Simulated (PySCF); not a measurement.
Gas-phase reaction: 6 GeHCl + Cl₂ ⇌ 4 GeCl₂ + Ge₂H₆

Energies from PySCF, thermal terms from the rigid-rotor harmonic-oscillator model, ideal gas at 1 bar. † marks an energy on the PBE0/def2-TZVP geometry and frequencies. MP2 freezes the core. All species are closed-shell singlets. Ge: all electrons, no relativistic terms. GeHCl: computed as isolated molecules; such fragments, hydroxides, amides, oligomers or adducts are transient or little studied in the gas. MP2 isn't extrapolated to the basis-set limit; its ΔH°(298 K) is -875.3 kJ in def2-SVP and -886.4 kJ in def2-TZVPP. The harmonic model lacks anharmonicity and excited electronic states, which grow with temperature; levels with a mode under 35 cm⁻¹ are left out. Internal rotation in Ge₂H₆ is treated as a harmonic vibration of one conformer, which makes the entropy rough.

```tsv
level	ΔE electronic, kJ	ΔH°(298 K), kJ	ΔS°(298 K), J/K	ΔG°(1400 K), kJ
BLYP/def2-TZVP†	-770	-744	-327	-303
M06-2X/def2-TZVP†	-834	-808	-327	-367
MP2/def2-SVP†	-902	-875	-327	-435
ωB97M-V/def2-TZVP†	-834	-808	-327	-367
ωB97X-V/def2-TZVP†	-857	-831	-327	-390
```
ΔH° is lowest at MP2/def2-SVP† and highest at BLYP/def2-TZVP†. No reference value is set beside these.
